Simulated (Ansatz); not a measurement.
F$_{3}$GaH$_{4}$OSi, SMILES `[F][Ga-]([F])([F])[OH+][SiH3]`, relaxed with RKS PBE0-D4/def2-TZVP in Ansatz from a PBE-D4/def2-SVP geometry. The force threshold is 0.005 eV/Å; the program also tests the step.

Charge 0, multiplicity 1.

Start:

```xyz
10

F     2.933    0.412    0.284
Ga    1.428   -0.243    0.916
F     0.765   -1.688    0.093
F     1.081   -0.018    2.631
O    -0.081    0.812    0.076
Si   -1.195   -0.093   -0.945
H    -0.443    1.571    0.571
H    -1.901   -1.146   -0.159
H    -0.416   -0.582   -2.113
H    -2.170    0.975   -1.355
```

| step | energy (eV) | largest force (eV/Å) | largest move (Å) |
| --- | --- | --- | --- |
| 1 | -70508.3239 | 0.644 | 0.000 |
| 2 | -70508.3689 | 0.331 | 0.030 |
| 3 | -70508.3831 | 0.108 | 0.046 |
| 4 | -70508.3850 | 0.048 | 0.036 |
| 5 | -70508.3860 | 0.034 | 0.037 |
| 6 | -70508.3861 | 0.025 | 0.017 |
| 7 | -70508.3862 | 0.026 | 0.018 |
| 8 | -70508.3864 | 0.031 | 0.035 |
| 9 | -70508.3865 | 0.043 | 0.026 |
| 10 | -70508.3866 | 0.055 | 0.031 |
| 11 | -70508.3867 | 0.056 | 0.022 |
| 12 | -70508.3867 | 0.053 | 0.029 |
| 13 | -70508.3868 | 0.042 | 0.012 |
| 14 | -70508.3868 | 0.020 | 0.004 |
| 15 | -70508.3868 | 0.001 | 0.003 |
| 16 | -70508.3868 | 0.003 | 0.005 |
| 17 | -70508.3868 | 0.001 | 0.007 |

End:

```xyz
10

F     2.871    0.430    0.193
Ga    1.436   -0.264    0.897
F     0.886   -1.797    0.235
F     1.097    0.111    2.572
O    -0.116    0.732    0.097
Si   -1.218   -0.036   -0.968
H    -0.470    1.403    0.691
H    -1.954   -1.090   -0.246
H    -0.399   -0.539   -2.082
H    -2.134    1.050   -1.389
```

It took 83 s on 4 threads of an Arm Neoverse V2 on a shared host, with 0.77 GiB of host memory at the peak.
